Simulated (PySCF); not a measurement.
Species: C2H3BCl2S.
Geometry (PBE0-D3(BJ)/def2-SVP, Å), atoms numbered from 1 in this order:
```
atom  x, y, z in Å
Cl1    2.416    1.247   -0.218
B2     1.392   -0.124    0.159
Cl3    2.060   -1.742    0.034
C4    -0.074    0.120    0.606
C5    -1.014   -1.011    0.760
S6    -1.058   -0.293   -0.897
H7    -0.342    1.080    1.059
H8    -0.601   -2.023    0.821
H9    -1.914   -0.836    1.358
```

Probes without a nucleus sit at each ring's centroid and 1 Å off its mean plane on both sides; NICS is minus the shielding there, NICSzz its component along the normal. Level: GIAO KT2/pcSseg-2 (PySCF, non-relativistic, gas phase) on the PBE0-D3(BJ)/def2-SVP geometry, one conformer.

Ring bond lengths (Å): C4–C5 1.479, C5–S6 1.806, S6–C4 1.843.

Problem. Give the NICS values of each ring in ppm.

Solution. 
```tsv
ring	type	NICS(0)	NICS(1), two faces	NICS(1)zz, two faces	rms pucker (Å)	centre to ring atoms, mean (Å)
C4–C5–S6	3-membered ring with S; formal bonds all single	-48.9	-8.0 / -10.2	-25.1 / -28.5	0.00	0.99
```

Problem. What do they say, and how far can they be read as aromaticity?

Solution. 
- C4–C5–S6: mean NICS(1)zz -26.8 ppm, shielded. C4, C5 have four or more neighbours; no verdict on aromaticity is drawn. The two faces differ by 3.4 ppm, so no symmetry operation interchanges them. NICS(0) lies 40 ppm below the mean NICS(1).

Problem. How do the values depend on the level or the medium?

Solution. 
```csv
level,"NICS(0), C4–C5–S6","mean NICS(1)zz, C4–C5–S6"
"KT2/pcSseg-2, gas",-48.9,-26.8
"PBE0/pcSseg-1, gas",-48.4,-26.3
"BLYP/pcSseg-2, gas",-48.8,-26.6
"BP86/pcSseg-2, gas",-49.2,-26.8
"HF/pcSseg-2, gas",-51.2,-28.1
"LDA/pcSseg-2, gas",-49.4,-27.1
"OPBE/pcSseg-2, gas",-49.9,-26.9
"PBE/pcSseg-2, gas",-49.3,-26.9
```

The geometry is the same throughout.
